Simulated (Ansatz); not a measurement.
Computed with Ansatz on PBE0-D4/def2-TZVP structures; ΔE is electronic, products minus reactants. CCSD(T)/CBS is the MP2 limit (def2-TZVPP, def2-QZVPP) plus CCSD(T) − MP2 in def2-TZVPP, frozen cores. DFT in def2-TZVPP. For Ga outer-core shells are correlated without core-valence functions, which leaves a few kJ/mol of doubt a bond. Scalar relativity is left out up to krypton. One conformer a species, not always the lowest.

Consider the substitution at a C–C bond: `C=CCCCCCC` + `[NH2][GaH2]` → `CC[NH][GaH2]` + `C=CCCCC`.

`C=CCCCCCC`:

```xyz
24

C     1.577   -3.369    0.909
C     1.166   -2.187    0.472
C     0.236   -1.978   -0.677
C    -1.112   -1.374   -0.276
C    -1.037   -0.028    0.435
C    -0.369    1.074   -0.371
C    -0.402    2.426    0.323
C     0.272    3.524   -0.480
H     2.249   -3.463    1.754
H     1.255   -4.290    0.431
H     1.518   -1.292    0.982
H     0.718   -1.326   -1.415
H     0.062   -2.936   -1.177
H    -1.634   -2.088    0.369
H    -1.723   -1.266   -1.180
H    -2.056    0.286    0.688
H    -0.517   -0.142    1.393
H    -0.860    1.157   -1.350
H     0.674    0.810   -0.580
H    -1.444    2.701    0.524
H     0.080    2.337    1.304
H     0.235    4.484    0.040
H     1.323    3.287   -0.665
H    -0.211    3.653   -1.452
```

`[NH2][GaH2]`:

```xyz
6

N    -0.670   -0.381    0.561
Ga    0.605    0.344   -0.506
H    -0.992    0.037    1.417
H    -1.140   -1.249    0.366
H     1.223    1.699   -0.040
H     0.974   -0.450   -1.798
```

`CC[NH][GaH2]`:

Cartesian coordinates in Å:
```
C 1.626 0.282 -0.479
C 0.599 -0.285 0.487
N -0.678 -0.558 -0.133
Ga -2.273 0.235 0.214
H 1.809 -0.413 -1.304
H 2.580 0.464 0.023
H 1.273 1.223 -0.907
H 0.437 0.424 1.305
H 1.006 -1.195 0.951
H -0.618 -1.251 -0.864
H -3.493 -0.238 -0.636
H -2.269 1.314 1.344
```

`C=CCCCC`:

Cartesian coordinates in Å:
```
C 1.768 0.994 1.449
C 1.515 0.933 0.149
C 1.115 -0.295 -0.597
C -0.228 -0.143 -1.313
C -1.408 0.133 -0.390
C -1.688 -0.985 0.601
H 2.054 1.922 1.930
H 1.702 0.112 2.079
H 1.589 1.845 -0.443
H 1.091 -1.148 0.087
H 1.880 -0.522 -1.348
H -0.424 -1.055 -1.890
H -0.147 0.669 -2.044
H -1.229 1.065 0.156
H -2.298 0.304 -1.004
H -1.843 -1.938 0.087
H -2.585 -0.775 1.188
H -0.864 -1.117 1.305
```

Is it downhill or uphill in electronic energy at CCSD(T)/CBS, and by how much? (Best estimate.)

Computed: Uphill: ΔE = +29.6 kJ/mol.

What do these levels give: PBE-D4, PBE0-D4, ωB97X-V, B2PLYP, HF/def2-QZVPP, HF/CBS(def2)? (Estimate.)

Ansatz gave: PBE-D4 22.2, PBE0-D4 25.9, ωB97X-V 27.8, B2PLYP 25.3, HF/def2-QZVPP 28.6, HF/CBS(def2) 28.6 kJ/mol.

Largest T1 diagnostic among the species: 0.014.

From PBE to PBE0 (25 % exact exchange), in def2-TZVPP and without D4, ΔE moves by +3.6 kJ/mol.
